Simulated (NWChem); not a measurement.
Molecule: PbH₂O, singlet; SMILES [OH][PbH]

```xyz
4

Pb     0.0259    -0.2120     0.0000
H     -1.8781    -0.3067     0.0000
O      0.0744     1.9280     0.0000
H     -0.8424     2.2678     0.0000
```
Atoms are numbered in this order, from 1.

Low-valent species are run as closed-shell singlets; no triplet was tried in these runs. Structure relaxed at the PBE-D3(BJ)/def2-SVP level. def2 effective core potentials on Pb; no spin-orbit coupling.

Symmetry labels are those of Cs in the frame above (b1 and b2, or b-type labels, depend on it).

Task: List the 6 lowest vertical singlet excitations from BHandHLYP/def2-SVP with def2 effective core potentials on Pb, full TDDFT (NWChem).

Result: 
```tsv
state	energy (eV)	oscillator strength	symmetry	leading excitation (squared amplitude)
S1	3.30	0.012	a"	HOMO → LUMO (1.00)
S2	4.42	0.010	a"	HOMO−1 → LUMO (0.99)
S3	5.03	0.006	a'	HOMO−2 → LUMO (0.87)
S4	5.69	0.030	a'	HOMO → LUMO+1 (0.94)
S5	6.34	0.010	a"	HOMO−2 → LUMO+1 (0.95)
S6	7.38	0.312	a'	HOMO−1 → LUMO+1 (0.80)
```
